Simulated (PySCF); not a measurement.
A series of related molecules.

All values: PBE0/pcSseg-1 (PySCF) at GFN2-xTB geometries, gas phase, one conformer each.

Question: Rank by HOMO–LUMO gap, highest first.
A. `F[SiH2]O[SiH](O[SiH3])O[SiH3]`
B. `[SiH2](O[SiH](O[SiH3])O[SiH3])C#N`
C. `C#C[SiH2]O[SiH](O[SiH3])O[SiH3]`
D. `[SiH3]O[SiH](O[SiH3])O[SiH2]S`

Answer: A (8.62 eV), B (7.90 eV), C (7.74 eV), D (7.07 eV).

Question: Rank by LUMO energy, highest first.
A. `[SiH3]O[SiH](O[SiH3])O[SiH2]Cl`
B. `[SiH3]O[SiH](O[SiH2]C#C)O[SiH3]`
C. `[SiH3]O[SiH](O[SiH3])O[SiH2]P`
D. `N#C[SiH2]O[SiH](O[SiH3])O[SiH3]`

Answer: A (-0.12 eV), C (-0.41 eV), B (-0.64 eV), D (-1.07 eV).

All values together:

| SMILES | formula | μ (D) | HOMO (eV) | LUMO (eV) | lowest IAO charge (e) | highest IAO charge (e) | lowest Hirshfeld charge (e) | highest Hirshfeld charge (e) |
| --- | --- | --- | --- | --- | --- | --- | --- | --- |
| [SiH3]O[SiH](O[SiH3])O[SiH2]Cl | ClH9O3Si4 | 0.80 | -8.78 | -0.12 | -0.888 (O) | +1.483 (Si) | -0.305 (O) | +0.518 (Si) |
| C[SiH2]O[SiH](O[SiH3])O[SiH3] | CH12O3Si4 | 2.13 | -8.60 | -0.10 | -0.888 (O) | +1.480 (Si) | -0.305 (O) | +0.516 (Si) |
| N#C[SiH2]O[SiH](O[SiH3])O[SiH3] | CH9NO3Si4 | 3.25 | -8.98 | -1.07 | -0.886 (O) | +1.483 (Si) | -0.305 (O) | +0.524 (Si) |
| [SiH3]O[SiH](O[SiH3])O[SiH2]P | H11O3PSi4 | 2.50 | -7.54 | -0.41 | -0.888 (O) | +1.482 (Si) | -0.306 (O) | +0.519 (Si) |
| C#C[SiH2]O[SiH](O[SiH3])O[SiH3] | C2H10O3Si4 | 1.93 | -8.39 | -0.64 | -0.887 (O) | +1.483 (Si) | -0.305 (O) | +0.518 (Si) |
| F[SiH2]O[SiH](O[SiH3])O[SiH3] | FH9O3Si4 | 0.81 | -8.76 | -0.14 | -0.887 (O) | +1.482 (Si) | -0.305 (O) | +0.521 (Si) |
| [SiH3]O[SiH](O[SiH3])O[SiH2]S | H10O3SSi4 | 1.84 | -7.39 | -0.32 | -0.893 (O) | +1.483 (Si) | -0.304 (O) | +0.518 (Si) |

Conformers: `[SiH3:1][O:2][SiH:3]([O:4][SiH3:5])[O:6][SiH2:7][Cl:8]` with Si1–O2–Si3–O4 54°, O2–Si3–O4–Si5 -58°, O2–Si3–O6–Si7 90°, Si3–O6–Si7–Cl8 -52°; `[CH3:1][SiH2:2][O:3][SiH:4]([O:5][SiH3:6])[O:7][SiH3:8]` with C1–Si2–O3–Si4 -31°, Si2–O3–Si4–O5 -44°, O3–Si4–O5–Si6 57°, O3–Si4–O7–Si8 -93°; `[N:1]#[C:2][SiH2:3][O:4][SiH:5]([O:6][SiH3:7])[O:8][SiH3:9]` with C2–Si3–O4–Si5 72°, Si3–O4–Si5–O6 -50°, O4–Si5–O6–Si7 70°, O4–Si5–O8–Si9 -61°; `[SiH3:1][O:2][SiH:3]([O:4][SiH3:5])[O:6][SiH2:7][PH2:8]` with Si1–O2–Si3–O4 50°, O2–Si3–O4–Si5 -39°, O2–Si3–O6–Si7 42°, Si3–O6–Si7–P8 -177°, O6–Si7–P8–H -177° and -84°; `[CH:1]#[C:2][SiH2:3][O:4][SiH:5]([O:6][SiH3:7])[O:8][SiH3:9]` with C2–Si3–O4–Si5 -74°, Si3–O4–Si5–O6 -60°, O4–Si5–O6–Si7 48°, O4–Si5–O8–Si9 -75°; `[F:1][SiH2:2][O:3][SiH:4]([O:5][SiH3:6])[O:7][SiH3:8]` with F1–Si2–O3–Si4 -32°, Si2–O3–Si4–O5 74°, O3–Si4–O5–Si6 -72°, O3–Si4–O7–Si8 64°; `[SiH3:1][O:2][SiH:3]([O:4][SiH3:5])[O:6][SiH2:7][SH:8]` with Si1–O2–Si3–O4 10°, O2–Si3–O4–Si5 39°, O2–Si3–O6–Si7 -60°, Si3–O6–Si7–S8 53°, O6–Si7–S8–H 4°.
